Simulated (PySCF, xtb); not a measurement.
C₄H₄BNO, SMILES C(C1B(O)CC=1)#N.

Geometry optimised at PBE0-D3(BJ)/def2-SVP. The structure was generated by enumeration, and PubChem lists no compound with its InChIKey, so it may never have been made. Other conformers were not sampled.

Computed with C-PCM-PBE0/def2-SVP (PySCF).

The values are the electrostatic part of the solvation free energy, E(continuum) − E(gas) at the gas-phase geometry, in a cavity of scaled van der Waals radii (PySCF's table); cavitation and dispersion terms are not included. In vacuum the orbital gap is 6.27 eV. The dipole moment in vacuum is 5.85 D.

```tsv
solvent	ε	ΔG(elec) (kcal/mol)	dipole (D)	gap (eV)
water	78.36	-9.3	7.64	6.35
ethylethanoate	5.99	-7.5	7.29	6.34
cyclohexanone	15.62	-8.7	7.52	6.34
```

For comparison, GFN2-xTB/ALPB(water) (xtb, at the GFN2-xTB geometry, all terms of that model) gives -12.1 kcal/mol.
